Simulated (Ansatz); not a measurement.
Input file for Ansatz (a first-principles code): U-SVWN5/def2-TZVPP on CrH2O2 (SMILES [OH][Cr][OH]), 2S+1 = 3, a spin state set in the input, which need not be the lowest.

Ansatz 0.2 input:
```yaml
crystal:
  periodic: [false, false, false]
  atoms:
    - {symbol: Cr, position_ang: [-0.07335740, -0.48092195, -0.18253926]}
    - {symbol: O, position_ang: [1.45711372, 0.00666457, -0.97619962]}
    - {symbol: H, position_ang: [1.63315771, 0.76288188, -1.54262010]}
    - {symbol: O, position_ang: [-1.17376246, -0.43256930, 1.23081444]}
    - {symbol: H, position_ang: [-1.89692271, 0.17379136, 1.41333033]}
basis:
  gaussian:
    orbitals: def2-TZVPP
hamiltonian:
  xc: {name: SVWN5}
magnetization: {spin_polarized: true, initial_magnetization: 2}
```

Output:

```
WARN ansatz: RAYON_NUM_THREADS=1 ignored (pool sized by the plan → 1); use --threads N
Functional definition: SVWN5
integrals: 0.06 GiB planned
839 factors; their error is unknown
mean field: 0.57 GiB planned
mean field evaluation 1: about -32445.6408 eV, gradient 6.5e1 eV
mean field evaluation 2: about -32334.1036 eV, gradient 1.7e2 eV
mean field evaluation 4: about -32454.4461 eV, gradient 3.8e1 eV
mean field evaluation 8: about -32460.1796 eV, gradient 5.7e0 eV
mean field evaluation 16: about -32460.3311 eV, gradient 1.6e-1 eV
mean field evaluation 32: about -32460.3066 eV, gradient 2.1e0 eV
mean field evaluation 64: about -32458.1825 eV, gradient 1.5e1 eV
mean field evaluation 96: about -32460.3172 eV, gradient 6.9e-1 eV
mean field evaluation 128: about -32459.5082 eV, gradient 6.1e-1 eV
mean field evaluation 160: about -32460.3195 eV, gradient 5.3e-1 eV
mean field -32460.32282443 eV, -1192.8948614007 hartree, gradient 6.0e-6 eV, S^2 2.970056; 10 other end points of the search recorded, 0 dependent functions left out
reference -32460.32287200 eV, -1192.8948631488 hartree; 22, 20 occupied and 132, 134 virtual orbitals, 839 factors
Total energy: -32460.32287200 eV, -1192.8948631488 hartree
```

Self-consistency was reached. Its determinant has ⟨S²⟩ = 2.97, a mixture of spin states.

Cost: roughly 15 core-seconds.
